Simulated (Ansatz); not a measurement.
Two structures of CH7GaSe, closed shell, reached by relaxing down either side of one saddle point (PBE0-D4/def2-TZVP). Energies are electronic, without zero-point energy. Computed with Ansatz 0.2.0 (basis: def2-TZVPP and def2-QZVPP); correlated methods freeze the cores. Filled d shells of the heavier atoms are correlated. The def2 sets are not built for correlating such inner shells, so the correlated values are less sure here. Extrapolation: Hartree–Fock as exp(−7.88 √X), correlation as X^−2.97. First:

```xyz
10
angstrom
Ga -0.7868 -0.0523 -0.8398
C 0.6123 1.2598 -0.3404
H -0.5114 -1.0758 -2.0120
H -2.2883 0.2150 -0.4255
H 1.0571 -2.0009 1.0220
Se -0.4074 -1.9328 1.1141
H 0.5907 2.0979 -1.0434
H 1.6128 0.8238 -0.3829
H 0.4489 1.6682 0.6594
H -0.3281 -1.0029 2.2485
```

Second:

```
10
angstrom
Ga -1.3517 -0.8138 -0.4570
C 1.2646 1.1821 -0.1622
H -1.0184 -0.9965 -1.9701
H -2.1424 0.3670 0.1854
H 1.3928 0.2411 0.3749
Se -0.6470 -2.5501 0.9221
H 0.9529 0.9889 -1.1904
H 2.2177 1.7103 -0.1808
H 0.5209 1.7994 0.3416
H -1.1897 -1.9284 2.1364
```

Which bonds change from the first to the second?

CH₅Ga ([CH3][GaH2]) + H₂Se → GaH₃Se ([GaH2][SeH]) + CH₄; bonds formed: C2–H5; dative contacts that become bonds: Ga1–Se6; bonds broken: Ga1–C2, H5–Se6.

Give the saddle point's structure and its height above each. (An estimate is asked for; the value comes from the calculation.)

By the calculation: 19.01 kcal/mol above the first and 42.38 kcal/mol above the second (CCSD(T) at an estimated basis limit (MP2 extrapolated from triple and quadruple zeta, plus CCSD(T) − MP2 in triple zeta)).
```
10
angstrom
Ga -0.8756 -0.2820 -0.7208
C 0.7767 0.9433 -0.1651
H -0.5763 -0.9547 -2.0943
H -2.1982 0.3227 -0.1625
H 0.5397 -0.4582 0.4869
Se 0.0111 -1.9975 1.0395
H 0.4920 1.6961 -0.9131
H 1.7961 0.6396 -0.4101
H 0.7575 1.4423 0.8050
H -0.7233 -1.3514 2.1343
```

No T1 diagnostic of these runs exceeds 0.012.

Exchanges of this kind with a chalcogen hydride build sulfide and selenide films.

Labels in which every atom is bracketed show which atoms are joined, not bond orders.

For scale, one of the runs: CCSD(T)/def2-TZVPP, 225 basis functions, launched by `ansatz run in.yaml --threads 8 --pin off --events-out ev --progress --plain --max-ram 19148MiB`. The run took 19 s on 8 CPU threads of an Intel Xeon 6975P-C (shared host), with 4 GiB of host memory at its peak.
